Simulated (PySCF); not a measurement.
**Correlation energy of Ga (gallium, neutral)**

[Ar] 3d10 4s1 4p2, high-spin 4P determinant (an excited configuration). Computed with PySCF 2.14 in x2c-QZVPPall, with the spin-free X2C one-electron Hamiltonian (Gaussian nucleus). Frozen: [Ar] 3d10; 3 electrons correlated.

```
  level  correlation energy (mhartree)
   CCSD                         -12.44
    (T)                          -0.11
CCSD(T)                         -12.55
```

Diagnostics: T1 = 0.0037, D1 = 0.0070, largest double amplitude 0.064.

Question: Is a single reference adequate?

Answer: Yes, within this model without spin-orbit coupling: T1 lies below 0.03 and no double amplitude reaches 0.07.
